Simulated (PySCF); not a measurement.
Record of a relaxation.

C2H11BN2.
Bonds: N1–C2, C2–C3, C3–B4, B4–N5. Hydrogens: H6, H7 on N1; H8, H9 on C2; H10, H11 on C3; H12, H13 on B4; H14, H15, H16 on N5.

Computed by this run: PBE0-D3(BJ)/def2-SVP geometry optimisation, gas phase in PySCF 2.14.0; density fitting, grid level 1; the optimiser is geomeTRIC in internal coordinates, started from a GFN2-xTB structure with every atom displaced at random (about 0.01 Å). The frame can shift and turn from step to step; on so coarse a grid that alone can change the energy by a few meV, and forces under 0.02 eV/Å are noise.

Step 0: E = -5899.0183 eV, largest atomic force 1.444 eV/Å
```
atom  x, y, z in Å  |  force x, y, z in eV/Å
N1      1.368    0.810   -0.450   -0.356   0.614   0.142
C2      1.181   -0.621   -0.280    0.676   0.058   1.274
C3      0.092   -0.940    0.759    1.179   0.367   0.307
B4     -1.191    0.028    0.752   -0.754  -0.495  -0.600
N5     -1.317    0.652   -0.752    0.135   0.376   1.194
H6      1.466    1.264    0.458    0.110  -0.023  -0.037
H7      2.184    1.037   -1.007    0.115   0.003  -0.048
H8      2.153   -1.091   -0.004   -0.305  -0.208  -0.118
H9      0.900   -1.017   -1.238   -0.241  -0.498  -1.010
H10    -0.153   -1.991    0.640   -0.247  -0.546  -0.100
H11     0.567   -0.881    1.765   -0.147  -0.010  -0.182
H12    -2.226   -0.582    0.961   -0.256  -0.092   0.078
H13    -1.140    0.975    1.478    0.253   0.692   0.432
H14    -1.556   -0.056   -1.412   -0.128  -0.577  -0.787
H15    -2.001    1.394   -0.784   -0.249   0.237  -0.076
H16    -0.346    1.016   -0.874    0.215   0.100  -0.469
```

Step 1: E = -5899.1353 eV, largest atomic force 0.320 eV/Å
```
atom  x, y, z in Å  |  force x, y, z in eV/Å
N1      1.332    0.915   -0.447    0.046   0.007  -0.155
C2      1.171   -0.534   -0.290   -0.184  -0.044  -0.259
C3      0.066   -0.865    0.711   -0.121  -0.064  -0.032
B4     -1.272    0.088    0.647    0.132   0.017   0.117
N5     -1.377    0.705   -0.847    0.003  -0.118  -0.197
H6      1.460    1.349    0.464   -0.003   0.046   0.060
H7      2.151    1.143   -1.008   -0.007  -0.023   0.046
H8      2.117   -1.041   -0.025    0.086  -0.020   0.030
H9      0.896   -0.935   -1.293    0.074   0.076   0.204
H10    -0.190   -1.933    0.579    0.022   0.059   0.001
H11     0.478   -0.797    1.732    0.018   0.008   0.061
H12    -2.316   -0.513    0.876   -0.057  -0.023  -0.007
H13    -1.185    1.088    1.369    0.045  -0.043  -0.049
H14    -1.609    0.001   -1.552    0.021   0.127   0.079
H15    -2.076    1.445   -0.892    0.014  -0.005  -0.034
H16    -0.416    1.087   -1.036   -0.090   0.000   0.136
```

Step 2: E = -5899.1389 eV, largest atomic force 0.127 eV/Å
```
atom  x, y, z in Å  |  force x, y, z in eV/Å
N1      1.327    0.912   -0.476    0.009   0.038   0.037
C2      1.168   -0.535   -0.292   -0.027  -0.065  -0.045
C3      0.062   -0.867    0.712   -0.004  -0.001   0.006
B4     -1.277    0.078    0.651    0.003  -0.016   0.049
N5     -1.372    0.712   -0.839   -0.126  -0.003  -0.010
H6      1.440    1.368    0.429    0.023  -0.009   0.017
H7      2.156    1.127   -1.026   -0.006   0.009   0.005
H8      2.118   -1.032   -0.013    0.009   0.024   0.005
H9      0.906   -0.951   -1.285    0.005   0.002   0.043
H10    -0.186   -1.935    0.581    0.001   0.010  -0.006
H11     0.472   -0.794    1.735    0.014  -0.004  -0.013
H12    -2.323   -0.528    0.869   -0.006   0.007   0.000
H13    -1.191    1.072    1.376    0.030  -0.002  -0.005
H14    -1.585    0.023   -1.560    0.031   0.025  -0.005
H15    -2.072    1.450   -0.887   -0.012  -0.008  -0.006
H16    -0.412    1.104   -0.989    0.055  -0.006  -0.073
```

Step 3: E = -5899.1397 eV, largest atomic force 0.106 eV/Å
```
atom  x, y, z in Å  |  force x, y, z in eV/Å
N1      1.341    0.916   -0.460   -0.105   0.005   0.016
C2      1.171   -0.532   -0.295    0.059   0.003   0.058
C3      0.063   -0.866    0.706    0.011   0.021  -0.001
B4     -1.274    0.081    0.650   -0.012  -0.026   0.043
N5     -1.391    0.705   -0.846    0.082   0.027   0.023
H6      1.458    1.358    0.452   -0.005  -0.017  -0.020
H7      2.175    1.131   -1.004    0.005   0.003  -0.006
H8      2.120   -1.033   -0.016   -0.023  -0.004  -0.002
H9      0.910   -0.939   -1.289   -0.016  -0.008  -0.037
H10    -0.187   -1.933    0.575    0.005  -0.016  -0.015
H11     0.478   -0.795    1.729   -0.019  -0.005  -0.012
H12    -2.321   -0.520    0.882    0.011   0.011   0.006
H13    -1.175    1.078    1.368    0.010   0.015  -0.018
H14    -1.612    0.014   -1.560    0.015  -0.029  -0.029
H15    -2.091    1.442   -0.892    0.005   0.008   0.006
H16    -0.432    1.095   -1.014   -0.023   0.011  -0.011
```

Step 4: E = -5899.1400 eV, largest atomic force 0.079 eV/Å
```
atom  x, y, z in Å  |  force x, y, z in eV/Å
N1      1.315    0.919   -0.452    0.065  -0.008  -0.026
C2      1.164   -0.533   -0.296    0.045   0.023   0.053
C3      0.063   -0.873    0.708   -0.007  -0.022   0.018
B4     -1.266    0.083    0.652   -0.021   0.003  -0.010
N5     -1.376    0.701   -0.849   -0.040  -0.020  -0.007
H6      1.435    1.353    0.464   -0.022   0.003  -0.017
H7      2.141    1.149   -0.999    0.021   0.000  -0.003
H8      2.119   -1.027   -0.025   -0.012   0.009  -0.006
H9      0.899   -0.937   -1.290   -0.006  -0.007  -0.040
H10    -0.188   -1.939    0.575   -0.002  -0.011  -0.012
H11     0.482   -0.803    1.729   -0.014  -0.009   0.001
H12    -2.318   -0.507    0.888    0.009   0.011   0.005
H13    -1.154    1.083    1.364    0.002   0.013  -0.012
H14    -1.601    0.008   -1.561   -0.018  -0.029  -0.012
H15    -2.071    1.443   -0.900   -0.003  -0.001   0.003
H16    -0.414    1.083   -1.023    0.003   0.045   0.065
```

Step 5: E = -5899.1413 eV, largest atomic force 0.024 eV/Å
```
atom  x, y, z in Å  |  force x, y, z in eV/Å
N1      1.325    0.917   -0.458    0.010  -0.001  -0.016
C2      1.168   -0.533   -0.294    0.006   0.010   0.013
C3      0.063   -0.871    0.707   -0.004  -0.004  -0.004
B4     -1.270    0.081    0.652   -0.001  -0.005   0.002
N5     -1.382    0.703   -0.846   -0.004  -0.012  -0.011
H6      1.441    1.357    0.455   -0.007   0.005   0.002
H7      2.154    1.141   -1.004    0.003   0.000   0.002
H8      2.120   -1.029   -0.018    0.000   0.003  -0.003
H9      0.907   -0.939   -1.290    0.000  -0.005  -0.005
H10    -0.186   -1.938    0.573   -0.002   0.000  -0.007
H11     0.478   -0.801    1.729   -0.007  -0.011   0.005
H12    -2.319   -0.513    0.886    0.001   0.008   0.008
H13    -1.163    1.082    1.365    0.008   0.006  -0.006
H14    -1.603    0.011   -1.561    0.005  -0.003  -0.001
H15    -2.080    1.443   -0.894   -0.004  -0.003   0.001
H16    -0.422    1.092   -1.015   -0.003   0.013   0.019
```

Step 6: E = -5899.1416 eV, largest atomic force under 0.02 eV/Å
```
atom  x, y, z in Å  |  force x, y, z in eV/Å
N1      1.324    0.918   -0.460    0.002  -0.001  -0.004
C2      1.169   -0.532   -0.295    0.002   0.011   0.008
C3      0.063   -0.872    0.706    0.001   0.001  -0.001
B4     -1.269    0.081    0.653    0.000  -0.004  -0.004
N5     -1.383    0.703   -0.845   -0.003   0.000  -0.001
H6      1.437    1.359    0.453   -0.003  -0.001   0.000
H7      2.156    1.142   -1.003   -0.001   0.000   0.002
H8      2.122   -1.027   -0.017    0.001   0.003  -0.001
H9      0.910   -0.940   -1.290    0.000  -0.005  -0.002
H10    -0.187   -1.939    0.569   -0.003   0.001  -0.009
H11     0.477   -0.805    1.728   -0.004  -0.011   0.003
H12    -2.318   -0.512    0.889    0.000   0.006   0.010
H13    -1.160    1.082    1.364    0.007   0.004  -0.004
H14    -1.601    0.011   -1.561    0.008  -0.002  -0.001
H15    -2.083    1.440   -0.893   -0.006  -0.005   0.000
H16    -0.424    1.095   -1.012   -0.001   0.001   0.003
```

Task: Summarise the path.

Result: The energy falls by 2.84 kcal/mol from step 0 to step 6; nine tenths of that is first reached at step 1. It falls at every step. The largest force goes from 1.444 to under 0.02 eV/Å. Among the bonds B4–H13 changes most, from 1.194 to 1.233 Å; the atoms move by 0.044 Å rms after alignment.

Task: Follow the three bonds and two angles with the largest change from start to end.

Result: 
| step | E above end (kcal/mol) | largest force (eV/Å) | B4–H13 (Å) | C2–H9 (Å) | C3–B4 (Å) | C3–B4–H13 (°) | H14–N5–H16 (°) |
| --- | --- | --- | --- | --- | --- | --- | --- |
| 0 | 2.84 | 1.444 | 1.194 | 1.073 | 1.607 | 116.2 | 113.2 |
| 1 | 0.15 | 0.320 | 1.236 | 1.115 | 1.643 | 112.9 | 109.5 |
| 2 | 0.06 | 0.127 | 1.234 | 1.108 | 1.640 | 112.7 | 110.0 |
| 3 | 0.04 | 0.106 | 1.233 | 1.106 | 1.639 | 112.4 | 109.8 |
| 4 | 0.04 | 0.079 | 1.233 | 1.106 | 1.638 | 112.3 | 109.5 |
| 5 | 0.01 | 0.024 | 1.233 | 1.107 | 1.639 | 112.4 | 109.7 |
| 6 | 0.00 | under 0.02 | 1.233 | 1.107 | 1.639 | 112.4 | 109.7 |

What follows is the cost of the whole optimisation. The run took 41 s wall on one thread of an Arm Neoverse V1, shared host, and the process peaked at 0.51 GiB of memory.
